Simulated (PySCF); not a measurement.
C3H3FO2. Atoms are numbered in the order given.

```xyz
9

F     -0.0781    -2.0358     0.0000
C      0.0669    -0.7337     0.0000
C      1.1522     0.0393     0.0000
O      0.7517     1.3702     0.0000
C     -0.6695     1.3539     0.0000
O     -1.0877    -0.0151     0.0000
H      2.2127    -0.1855     0.0000
H     -1.0595     1.8551     0.9062
H     -1.0595     1.8551    -0.9062
```
Charge 0, spin multiplicity 1.

Coordinates come from a B3LYP-D3(BJ)/def2-SVP optimisation. A frequency run showed that this geometry is not a minimum. The values are those of a single conformer.

Calculation: PBE/def2-TZVP (PySCF).

Symmetry labels are those of the subgroup Cs that the program uses (full group Cs).

Question: List the valence orbital energies around the gap with their symmetry. (The exact figures need the calculation; the answer reports its results.)

Answer: 
```json
[
 {"orbital": "HOMO−7", "symmetry": "A'", "energy (eV)": "-11.70"},
 {"orbital": "HOMO−6", "symmetry": "A\"", "energy (eV)": "-11.66"},
 {"orbital": "HOMO−5", "symmetry": "A'", "energy (eV)": "-10.74"},
 {"orbital": "HOMO−4", "symmetry": "A'", "energy (eV)": "-9.69"},
 {"orbital": "HOMO−3", "symmetry": "A'", "energy (eV)": "-8.96"},
 {"orbital": "HOMO−2", "symmetry": "A\"", "energy (eV)": "-8.67"},
 {"orbital": "HOMO−1", "symmetry": "A\"", "energy (eV)": "-8.47"},
 {"orbital": "HOMO", "symmetry": "A\"", "energy (eV)": "-4.56"},
 {"orbital": "LUMO", "symmetry": "A\"", "energy (eV)": "0.10"},
 {"orbital": "LUMO+1", "symmetry": "A'", "energy (eV)": "0.49"},
 {"orbital": "LUMO+2", "symmetry": "A'", "energy (eV)": "0.83"},
 {"orbital": "LUMO+3", "symmetry": "A'", "energy (eV)": "1.52"}
]
```
